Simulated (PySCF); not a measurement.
**C5H9O3: g tensor and hyperfine couplings**

C5H9O3 (doublet state).
Z-matrix (Å and degrees, GFN2-xTB geometry), rows numbered from 1:
```
C 
C   1  1.4644
O   2  1.4209  1  113.14
C   3  1.3935  2  107.11  1  -105.71
O   4  1.4041  3  106.13  2   -35.27
C   5  1.3995  4  105.59  3    39.54
O   6  1.3903  2  108.57  1     7.99
C   7  1.4138  6  113.49  2  -176.17
H   1  1.0704  2  119.81  3    25.34
H   1  1.0702  2  119.91  3  -159.68
H   2  1.0986  1  111.00  3   121.03
H   4  1.1058  3  111.07  2    84.55
H   4  1.0920  3  109.62  2  -153.02
H   6  1.1011  2  113.13  1  -115.27
H   8  1.0933  7  111.04  6   -60.29
H   8  1.0958  7  110.60  6    61.10
H   8  1.0872  7  105.99  6  -179.80
```

The hyperfine couplings belong to this conformer and change with its torsions.

As a line formula: `[CH2][C@@H]1OCO[C@@H]1OC` [radical].

Computed with UKS B3LYP, pcH-1 on C H O, non-relativistic, mean-field spin-orbit, GIAO (PySCF). Isolated species at its GFN2-xTB geometry (one conformer only). A GFN2-xTB geometry isn't a minimum of the functional, and hyperfine couplings can be far from their values at a DFT geometry. No stability test was run, so a lower SCF solution isn't excluded.

* g1, g2, g3: 2.00210, 2.00274, 2.00303
* g_iso: 2.00263
* Form of g: rhombic: the two nearest values differ by 31 % of g3 − g1
* ⟨S²⟩: 0.7537 (exact 0.7500)
* α and β electrons: 32, 31
* HOMO–LUMO gap, α and β orbitals: 6.84, 5.73 eV
* Total energy: -421.55015 Eh

Hyperfine couplings atom by atom, in MHz; T1 to T3 are the principal values of the dipolar part; ρ(0) is the spin density at the nucleus:

```
atom  isotope  a_iso     T1     T2     T3  Mulliken spin population  ρ(0) (bohr⁻³)
  C1      13C   92.8  -82.6  -82.0  164.6                      1.07         0.0826
  C2      13C  -37.7   -2.7   -0.4    3.1                     -0.07        -0.0335
  O3      17O   -3.7   -5.9    2.6    3.3                      0.01         0.0060
  C4      13C   -1.2   -0.8    0.0    0.8                      0.00        -0.0010
  O5      17O   -0.3   -4.7    2.2    2.5                      0.01         0.0005
  C6      13C   59.3   -7.7   -6.7   14.4                      0.06         0.0527
  O7      17O  -16.4   -2.2    0.7    1.5                      0.00         0.0270
  C8      13C   -0.3   -0.4   -0.4    0.8                      0.00        -0.0003
  H9       1H  -62.1  -39.6   -0.8   40.4                     -0.05        -0.0139
 H10       1H  -63.3  -39.5   -0.9   40.4                     -0.04        -0.0142
 H11       1H   67.2   -5.9   -4.2   10.1                      0.03         0.0150
 H12       1H    0.4   -2.0   -1.8    3.8                      0.00         0.0001
 H13       1H    1.6   -1.2   -0.8    2.1                      0.00         0.0004
 H14       1H   -3.8   -3.9   -2.3    6.2                      0.00        -0.0008
 H15       1H    1.1   -1.0   -0.8    1.8                      0.00         0.0002
 H16       1H    0.7   -1.0   -0.9    1.9                      0.00         0.0002
 H17       1H    1.7   -1.1   -1.0    2.1                      0.00         0.0004
```

The largest Mulliken spin populations are on C1 (+1.07) and C2 (-0.07). No atom but C1 exceeds +0.15. The positive populations add up to 1.17 and the negative ones to -0.17, together 2S = 1. The angles at C1 add up to 359.8°, so it is planar; its axial dipolar tensor and the negative couplings of its protons fit spin in a p orbital normal to that plane.

Axes: g2 points within 13° of the C1–C2 bond.

Under fast tumbling the dipolar parts average out, and these isotropic splittings remain: 1 × 1H (H11, I = 1/2, 2 lines) with 2.40 mT, 2 × 1H (H9/H10, I = 1/2, 3 lines) with 2.24 mT, 1 × 1H (H14, I = 1/2, 2 lines) with 0.13 mT, 1 × 1H (H13, I = 1/2, 2 lines) with 0.06 mT and 3 × 1H (H15/H16/H17, I = 1/2, 4 lines) with 0.04 mT.

Means are taken over nuclei equivalent by connectivity, which assumes that they swap fast.

The 17O coupling of O7 (-16.4 MHz) shows only in satellite lines or after enrichment, since that isotope makes up about 0.038 % of natural oxygen.

The 13C coupling of C1 (92.8 MHz) shows only in satellite lines or after enrichment, since that isotope makes up about 1.07 % of natural carbon.

β density exceeds α density at some nuclei, such as C2 (-0.0335), H9/H10 (-0.0140) and C4 (-0.0010), spin density in bohr⁻³. In a single determinant that takes different orbitals for the two spins, that is spin polarisation.

The run took 88 s (grids of density and orbitals included) on one thread, Arm Neoverse V1 (aarch64), shared host with 32 logical CPUs at a one-minute load of 31, and the process peaked at 0.98 GiB of memory.
